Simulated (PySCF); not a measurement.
## A search over the determinants of PbS

Unrestricted PBE0; Pb def2-SVPD with ECP60, S def2-SVPD; scalar-relativistic core potentials (PySCF 2.14). Outer shells of the fragments: Pb 5d10 6s2 6p2; S 3s2 3p4.

Followed along the bond (rough minima from three points):

| 2Ms+1 | unpaired | ⟨S²⟩ at the start | R at minimum (Å) | Te (eV) |
| --- | --- | --- | --- | --- |
| 1 | none | 0.00 | 2.32 | 0.00 |
| 3 | π ↑↑ | 2.01 | none in the scan | ≤ 1.88 |
| 5 | σ ↑, π ↑↑↑ | 6.01 | none in the scan | ≤ 4.83 |

Solutions found at the starting distance of 2.380 Å, counted from the lowest of them; the search is not exhaustive and high or unbound solutions are not listed, so other states can lie among these:

```
2Ms+1  unpaired   term  E (eV)  ⟨S²⟩  ⟨Lz²⟩  μ (D)
    1      none    ¹Σ⁺    0.00  0.00   0.00  -4.79
    3      π ↑↑  mixed    2.11  2.01   2.01  -1.73
    3      π ↑↑  mixed    2.37  2.01   2.01  -1.87
    1      π ↑↓  mixed    2.42  1.01   2.01  -1.93
    3  σ ↑, π ↑     ³Π    2.73  2.01   1.01  -3.22
    1  σ ↓, π ↑  mixed    2.91  1.01   1.01  -3.21
```

A term symbol is given only where ⟨S²⟩ and ⟨Lz²⟩ are close to those of a pure state; real π, δ and φ orbitals otherwise mix terms. A positive dipole means Pb(−)S(+).

The measured ground state is X ¹Σ+ (Huber and Herzberg, Constants of Diatomic Molecules (1979)).

Spin–orbit coupling is left out, which matters for elements this heavy, above all for dissociation energies. Counting both spins, an empty level lies below a filled one in some of these solutions, because spin and occupation are held.
